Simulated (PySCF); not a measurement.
Molecule: `InChI=1S/C5H2F4O2/c6-4-3(5(7,8)9)10-1-2-11-4/h1-2H`.

Bonds (- single, = double, # triple, : aromatic): F1-C2, C2=C3, C3-C4, C4-F5, C4-F6, C4-F7, C3-O8, O8-C9, C9=C10, C10-O11, O11-C2. C9 carries H12; C10 carries H13.

Frames of a GFN2-xTB Langevin trajectory at 300 K; GIAO PBE0/pcSseg-1 shieldings in PySCF 2.14.0 with density-fitted response routines, gas phase, non-relativistic; equivalent atoms averaged within each frame.

References, each an isolated molecule treated in the same way: 19F (σ = 170.95 ppm) against CFCl3; TMS for 13C (σ = 186.93 ppm) and 1H (σ = 31.72 ppm); 17O (σ = 336.08 ppm) vs H2O. The references are static minima.

Q: How do the shifts (ppm) fluctuate along the trajectory?

A: 
```
         time (fs)  F5/F6/F7      F1     C2    C10     C9     C4     C3    O11     O8   H13
optimised geometry     -83.1  -115.7  164.6  132.4  136.7  129.3  116.6  128.5   90.0  5.75
               250     -70.9   -99.2  169.5  136.3  135.0  128.5  118.9  149.4   88.2  6.93
               425     -72.9  -112.2  163.8  128.6  134.7  132.1  117.0  124.3   82.8  5.04
               625     -61.5   -89.0  171.4  143.3  145.4  136.4  122.8  172.1   95.1  6.21
               800     -81.8  -101.2  166.3  137.0  141.8  128.1  113.6  133.8  104.6  5.91
              1000     -72.4   -89.2  172.2  132.2  136.1  130.3  120.4  142.4   96.9  5.36
    mean of frames     -71.9   -98.2  168.6  135.5  138.6  131.1  118.5  144.4   93.5  5.89
standard deviation       7.2     9.7    3.6    5.6    4.8    3.4    3.5   18.1    8.4  0.74
```

5 frames give an uncertainty of the mean of about the standard deviation over 2.2 at best, since frames this close in time may not be independent; classical motion lacks zero-point vibration, and the reference would need the same averaging.
